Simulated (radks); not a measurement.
Species: Gd2+. Configuration: [Xe] 4f7 5d1.

All-electron calculation, scalar-relativistic Kohn-Sham, PBE, spin-unpolarised, spherical densities, finite nucleus; Fermi nuclear charge, rms radius 5.1569 fm. Program: a radial shooting solver on a logarithmic mesh with Libxc functionals.

Energy parts (hartree):
total: -11269.5695
kinetic: 12099.3926
electron-nucleus: -27457.3957
Hartree: 4336.6280
exchange-correlation: -248.1945

Orbitals (lengths in bohr, moments of r in powers of bohr; <r^-3> diverges for s and p1/2; r(max) is where P^2 peaks):
orbital,occ.,eigenvalue (hartree),<r^4>,r(max),<r^2>,<r^-3>
1s,2,-1841.475,1.141e-06,0.01392,0.0006549,-
2s,2,-304.4874,0.0001815,0.07901,0.01028,-
2p,6,-271.0414,0.0001356,0.06395,0.008282,11420
3s,2,-67.89700,0.007025,0.2242,0.06824,-
3p,6,-57.53289,0.007365,0.2200,0.06841,2397
3d,10,-43.84535,0.005881,0.1801,0.05748,323.3
4s,2,-14.08085,0.1728,0.5156,0.3449,-
4p,6,-10.66403,0.2266,0.5380,0.3893,534.8
4d,10,-5.93526,0.3580,0.5588,0.4690,60.35
5s,2,-2.33382,5.864,1.196,1.992,-
5p,6,-1.50613,11.45,1.355,2.727,73.37
4f,7,-0.82562,2.596,0.5668,0.9696,8.111
5d,1,-0.55778,74.99,1.878,6.553,3.835

The highest occupied level is 5d at -15.178 eV. Summed over all electrons, <r^2> = 42.60 bohr^2, which gives a Langevin (diamagnetic) susceptibility term of -33.7 x 10^-6 cm^3/mol. The electron density at the nucleus is 6.582e+05 e/bohr^3 (large components only). For comparison, the ionisation energy in NIST's Atomic Spectra Database is 20.54 eV (semi-empirical). In exact Kohn-Sham theory the highest level is minus the ionisation energy, but local and semilocal functionals leave it too shallow, through self-interaction and a potential that decays too fast; potentials with the right tail come closer.

Beside tabulated values, note that spin-unpolarised runs miss the spin-polarisation part of the exchange energy of open shells.
